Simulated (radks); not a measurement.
Ionisation of neutral magnesium, [Ne] 3s2, to [Ne] 3s1 as the strength of local exchange is varied. Method: non-relativistic Kohn-Sham, Slater X-alpha exchange (alpha = 2/3 is LDA exchange), no correlation, spin-unpolarised, spherical densities, point nucleus; computed with a radial shooting solver on a logarithmic mesh with Libxc functionals.

alpha,E(Mg) (hartree),exchange (hartree),IE (eV),-e of the level emptied (eV),<r> of it (bohr)
0.667,-198.25606,-14.54279,7.101,3.869 (3s),3.219
0.806,-201.30618,-17.79907,7.991,4.671 (3s),3.078
0.846,-202.19111,-18.75046,8.257,4.913 (3s),3.040
0.912,-203.65830,-20.33426,8.703,5.323 (3s),2.980
0.921,-203.85904,-20.55159,8.765,5.380 (3s),2.972
0.924,-203.92600,-20.62410,8.786,5.399 (3s),2.969
0.976,-205.08938,-21.88670,9.147,5.733 (3s),2.924
1.038,-206.48358,-23.40622,9.586,6.143 (3s),2.873

NIST Atomic Spectra Database: 7.646 eV (measured). The Delta-SCF value meets it near alpha = 0.75. Spin polarisation and multiplet splitting are left out, so open shells lie too high by an amount that depends on their filling.

Beside tabulated values, note that spin-unpolarised runs miss the spin-polarisation part of the exchange energy of open shells.
